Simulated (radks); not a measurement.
Coherent X-ray form factor from a spherical all-electron density. Calculated with a radial shooting solver on a logarithmic mesh with Libxc functionals: non-relativistic Kohn-Sham, PBE, spin-polarised, spherical densities, point nucleus.

sin(theta)/lambda (1/angstrom),f0 (electrons)
0.05,28.769
0.1,28.106
0.15,27.086
0.2,25.809
0.25,24.373
0.3,22.858
0.4,19.814
0.5,16.965
0.6,14.456
0.8,10.662
1,8.342
1.25,6.764
1.5,5.858
2,4.532

The species is in the configuration that NIST lists as its ground one. Which atom or ion scatters so?

Answer. The arsenic ion As4+, [Ar] 3d10 4s1. Extrapolating in s^2 from the first two rows gives f0(0) = 29.0, near the electron count 29; among species with that count, the fall with angle is slower the higher Z, and the table is that of Z = 33; from so few rows the species is fixed only to a neighbour or two.
